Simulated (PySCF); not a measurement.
SMILES CCI (C2H5I) (PBE0/def2-SVP optimised geometry):

```
8

C     -0.969     0.478     0.000
C      0.539     0.478     0.000
I      1.377    -1.520     0.001
H     -1.377    -0.023    -0.890
H     -1.333     1.520     0.000
H     -1.377    -0.023     0.890
H      0.963     0.955    -0.893
H      0.963     0.956     0.892
```

Method: PBE0/def2-TZVP, def2 effective core potentials past Kr run with PySCF.

**Question.** What are the frontier orbital energies and the dipole moment?

**Answer.** HOMO-2 -9.27 eV, HOMO-1 -7.24 eV, HOMO -7.21 eV, LUMO -0.78 eV, LUMO+1 1.31 eV; dipole moment 2.07 D.

On the same geometry PBE/def2-TZVP, def2 effective core potentials past Kr run with PySCF gives HOMO-2 -8.12 eV, HOMO-1 -6.10 eV, HOMO -6.06 eV, LUMO -1.70 eV, LUMO+1 0.51 eV; dipole moment 2.00 D.
